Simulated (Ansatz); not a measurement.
`BSCB[SiH3]` → 2 B• + C• + 8 H• + S• + Si•  (atomization)

Computed with Ansatz on PBE0-D4/def2-TZVP structures; ΔE is electronic, products minus reactants. CCSD(T)/CBS adds triple-zeta CCSD(T) − MP2 to the extrapolated MP2 energy (def2 sets, frozen cores). This one scheme is used for every species, atoms too. DFT in def2-TZVPP. Open shells (•) are unrestricted, without spin–orbit coupling. Spin–orbit coupling would lower the free atoms: a little for B, C, S, Si. One conformer a species, not always the lowest.

`BSCB[SiH3]`:

Z-matrix (Å, degrees):
```
C
S 1 1.817
B 1 1.556 2 117.2
H 1 1.101 2 107.9 3 -119.3
H 1 1.095 2 109.1 3 127.4
B 2 1.749 1 105.6 3 -119.9
Si 3 2.019 1 124.5 2 -5.9
H 3 1.200 1 115.2 2 173.7
H 6 1.192 2 116.0 1 178.9
H 6 1.194 2 121.1 1 -1.0
H 7 1.492 3 107.2 1 75.5
H 7 1.488 3 112.5 1 -165.8
H 7 1.488 3 112.2 1 -43.0
```

```
         level  ΔE (kJ/mol)  difference from CCSD(T)/CBS
        PBE-D4       4430.7                         66.2
     r2SCAN-D4       4416.4                         51.9
       PBE0-D4       4398.6                         34.1
           PBE       4401.4                         36.9
        r2SCAN       4409.0                         44.5
          PBE0       4373.6                          9.1
MP2/def2-TZVPP       4294.6                        -69.9
 HF/def2-QZVPP       3373.5                       -991.0
  HF/CBS(def2)       3374.1                       -990.4
 MP2/CBS(def2)       4392.5                         28.0
   CCSD(T)/CBS       4364.5                            0
```

Largest T1 diagnostic among the species: 0.014.

From PBE to PBE0 (25 % exact exchange), in def2-TZVPP and without D4, ΔE moves by −27.9 kJ/mol: exact exchange takes away binding that semilocal exchange gives to molecules. In def2-TZVPP, CCSD(T) changes the Hartree–Fock value by +896.5 kJ/mol (the triples alone add +51.5 kJ/mol) and MP2 by +924.5 kJ/mol; breaking electron pairs costs correlation energy, which Hartree–Fock lacks.

For atomizations the MP2-based limit and the directly extrapolated one differ by several kJ/mol either way, and by 10 to 25 for some Ge, Se and Sn compounds, so smaller differences from it don't rank the levels.
